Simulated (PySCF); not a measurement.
Can point charges reproduce the dipole moment of `C(=S)=NC1CCCCC1`?

Coordinates (GFN2-xTB, Å) and charges (e) from the PBE0/pcSseg-1 density (PySCF):

```
atom       x       y       z  Mulliken      IAO  Hirshfeld  ESP-fitted
  S1   2.771  -0.032  -2.655   -0.0669  -0.0633    -0.1280     -0.1240
  C2   2.194   0.205  -1.226   +0.2089  +0.0374    +0.0847     +0.0203
  N3   1.951   0.446  -0.085   -0.4369  -0.2002    -0.0871     -0.2256
  C4   0.954   0.468   0.920   -0.0951  -0.0009    +0.0412     +0.4105
  C5   0.403  -0.943   1.175   -0.1585  -0.2615    -0.0691     -0.2617
  C6  -0.404  -1.447  -0.016   -0.2375  -0.2580    -0.0708     +0.2568
  C7  -1.541  -0.482  -0.342   -0.2183  -0.2563    -0.0688     -0.1867
  C8  -0.985   0.906  -0.642   -0.2373  -0.2580    -0.0709     +0.2220
  C9  -0.182   1.431   0.544   -0.1588  -0.2616    -0.0690     -0.2947
 H10   1.457   0.832   1.825   +0.1302  +0.1551    +0.0487     -0.0194
 H11   1.231  -1.622   1.384   +0.1336  +0.1443    +0.0416     +0.0672
 H12  -0.234  -0.900   2.061   +0.1220  +0.1350    +0.0430     +0.0552
 H13   0.251  -1.542  -0.885   +0.1365  +0.1331    +0.0287     -0.0417
 H14  -0.804  -2.437   0.208   +0.1253  +0.1403    +0.0429     -0.0360
 H15  -2.225  -0.425   0.509   +0.1100  +0.1235    +0.0348     +0.0408
 H16  -2.104  -0.849  -1.202   +0.1254  +0.1384    +0.0416     +0.0225
 H17  -1.800   1.598  -0.862   +0.1253  +0.1403    +0.0429     -0.0243
 H18  -0.342   0.857  -1.524   +0.1364  +0.1330    +0.0287     -0.0277
 H19   0.238   2.411   0.311   +0.1337  +0.1443    +0.0416     +0.0786
 H20  -0.834   1.536   1.413   +0.1220  +0.1351    +0.0431     +0.0680
```

What dipole does each set of charges give (1 e·Å = 4.803 D), and what does the density give?

The full density gives (-2.38, 0.07, 2.48) D, 3.43 D in size; dipole vectors point from the negative to the positive end.

```json
{"scheme": "Mulliken", "μx": "-3.03", "μy": "-0.47", "μz": "1.02", "size (D)": "3.23", "share of the full size (%)": "94", "angle to the full dipole (°)": "29"}
{"scheme": "IAO", "μx": "-2.11", "μy": "0.03", "μz": "2.05", "size (D)": "2.94", "share of the full size (%)": "86", "angle to the full dipole (°)": "2"}
{"scheme": "Hirshfeld", "μx": "-1.46", "μy": "0.17", "μz": "1.98", "size (D)": "2.46", "share of the full size (%)": "72", "angle to the full dipole (°)": "8"}
{"scheme": "ESP-fitted", "μx": "-2.39", "μy": "0.08", "μz": "2.54", "size (D)": "3.49", "share of the full size (%)": "102", "angle to the full dipole (°)": "1"}
```

Which set comes closest?

Length of the difference vector: ESP-fitted 0.06 D, IAO 0.50 D, Hirshfeld 1.05 D, Mulliken 1.69 D. Closest: ESP-fitted. ESP charges are fitted to the potential around the molecule, whose slowest-falling term is the dipole's. 

What is left for the Hirshfeld atoms' own dipoles?

The shares of the density sum to the whole, so what Σ q r misses lies in dipoles about the nuclei. The atomic dipoles sum to (-2.38, 0.07, 2.48) − (-1.46, 0.17, 1.98) = (-0.92, -0.10, 0.50) D, 1.05 D in size.

With the origin at the mean of the coordinates, (0.000, 0.001, 0.046) Å, which are the largest single terms, by size, of the Mulliken dipole along the direction of the full one?

N3 +3.01, C2 -2.44, S1 +1.24, H15 +0.99, H12 +0.94 D; all 20 atoms together +2.82 D. The single terms depend on the origin, their sum doesn't.

Give the size of the full dipole in other units.

3.43 D = 1.350 au = 0.715 e·Å = 11.45 × 10⁻³⁰ C·m.

The structure is a single GFN2-xTB conformer in the gas phase; no vibrational or solvent corrections.
